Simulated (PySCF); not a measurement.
How methods differ on the ionisation energy of Ge

Ge [Ar] 3d10 4s2 4p2 (3P) → Ge⁺ [Ar] 3d10 4s2 4p1 (2P), as a difference of total energies. All numbers are calculated (PySCF 2.14, the spin-free X2C one-electron Hamiltonian (Gaussian nucleus), in x2c-TZVPPall with one added diffuse shell each of s, p, d type (7s6p5d1f, 57 functions)). Correlated levels: valence: [Ar] 3d10 frozen. The calculations carry no spin-orbit coupling.

```json
{"method": "UHF", "ionisation energy (eV)": "7.404"}
{"method": "MP2 (valence)", "ionisation energy (eV)": "7.748"}
{"method": "SCS-MP2 (valence)", "ionisation energy (eV)": "7.672"}
{"method": "CCSD (valence)", "ionisation energy (eV)": "7.776"}
{"method": "CCSD(T) (valence)", "ionisation energy (eV)": "7.804"}
{"method": "CCSDT (valence)", "ionisation energy (eV)": "7.810"}
```

**Question.** How much does correlation contribute at CCSD(T) (valence)?

**Answer.** 7.804 − (7.404) = 0.400 eV, measured against UHF.

A first-order spin-orbit estimate (lowest level to lowest level, LS coupling) adds -0.029 eV.

Errors of the correlated levels include the incompleteness of this basis and the frozen core.

For comparison: 7.899 eV (measured; NIST Atomic Spectra Database, ionization energies).
